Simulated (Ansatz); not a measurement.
Computed with Ansatz on PBE0-D4/def2-TZVP structures; ΔE is electronic, products minus reactants. CBS: MP2 limit from def2 TZ/QZ plus the TZ coupled-cluster correction, frozen cores. DFT in def2-TZVPP. B3LYP here is the variant with VWN-RPA as its local correlation; programs differ in this. HSE06 is defined as in plane-wave codes. Elements past krypton have def2 core potentials. For Cd, Zr outer-core shells are correlated without core-valence functions, which leaves a few kJ/mol of doubt a bond. Each species was taken in one conformer, which may not be the lowest.

Consider the redistribution: `[F][Zr]([F])([Cl])[Cl]` + `[F][Cd][SH]` → `[F][Zr]([SH])([Cl])[Cl]` + `[F][Cd][F]`.

(1) Is it downhill or uphill in electronic energy at CCSD(T)/CBS, and by how much? (Estimate.)

(2) What do these levels give: revPBE-D4, r2SCAN-D4, r2SCANh-D4, ωB97X-V, PBE0, B3LYP, HSE06, CCSD/def2-SVP, CCSD(T)/def2-TZVPP, HF/def2-QZVPP, MP2/def2-QZVPP, SCS-MP2/def2-QZVPP? (Best estimate.)

Largest T1 diagnostic among the species: 0.018.

Answers

(1) The calculation gave: Uphill: ΔE = +148.8 kJ/mol.

(2) The calculation gave: revPBE-D4 146.2, r2SCAN-D4 151.1, r2SCANh-D4 152.7, ωB97X-V 155.3, PBE0 154.8, B3LYP 154.8, HSE06 154.6, CCSD/def2-SVP 161.6, CCSD(T)/def2-TZVPP 149.0, HF/def2-QZVPP 156.8, MP2/def2-QZVPP 151.6, SCS-MP2/def2-QZVPP 150.2 kJ/mol.

At CCSD(T), def2-SVP lies +10.9 kJ/mol from the extrapolated value and def2-TZVPP +0.2 kJ/mol. The D4 term adds −3.8 kJ/mol with B3LYP and −2.3 kJ/mol with PBE0; it sums over pairs of atoms, weighted by their polarisabilities, and B3LYP, whose exchange is more repulsive, gets the larger term. Leaving LDA and LC-ωPBE aside and taking each functional with its dispersion term where it has one, the values, not all of them listed here, spread over 10.3 kJ/mol, from revPBE-D4 to CAM-B3LYP-D4. LDA lies +6.7 kJ/mol from PBE without D4.
